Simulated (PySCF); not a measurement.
Relaxation of triplet MoH₅⁻

Computed with UPBE0 in PySCF with Mo def2-TZVPD with ECP28, H def2-TZVPD; scalar-relativistic core potentials, no spin–orbit coupling; density-fitted integrals. A (50,194) grid was used.

A start displaced from a saddle point along its imaginary mode, of C2 symmetry, held to at least that symmetry:

```xyz
6
charge -1 multiplicity 3, angstrom
Mo    0.0000    0.0000    0.0104
H    -0.0006   -0.0005    1.7387
H     1.4969   -0.0507   -0.7541
H    -0.0561    1.6944   -0.6179
H    -1.4964    0.0512   -0.7551
H     0.0566   -1.6940   -0.6190
```

Optimiser trace:
```
step  E − E(last) (kJ/mol)  largest gradient (Eh/bohr)
   0                 10.03                     0.00639
   1                  5.49                     0.00426
   2                  1.37                     0.00325
   3                  0.58                     0.00298
   4                  0.15                     0.00199
   5                  0.04                     0.00083
   6                  0.02                     0.00030
   7                  0.01                     0.00018
   8                  0.00                     0.00022
```

It ends at Cs with Mo–H 1.707 Å (×2), Mo–H 1.722 Å, Mo–H 1.819 Å (×2); H–Mo–H 85.7° (×4), H–Mo–H 98.9° (×2), H–Mo–H 119.4° (×2), H–Mo–H 121.1°, H–Mo–H 162.3° (after a last refinement on a finer grid). A frequency run shows 2 imaginary modes, down to 489i cm⁻¹, so it is a higher-order saddle point. Other isomers or separated fragments may lie lower.

Open d and f shells are described by one determinant, and the ground state may have another occupation or spin.
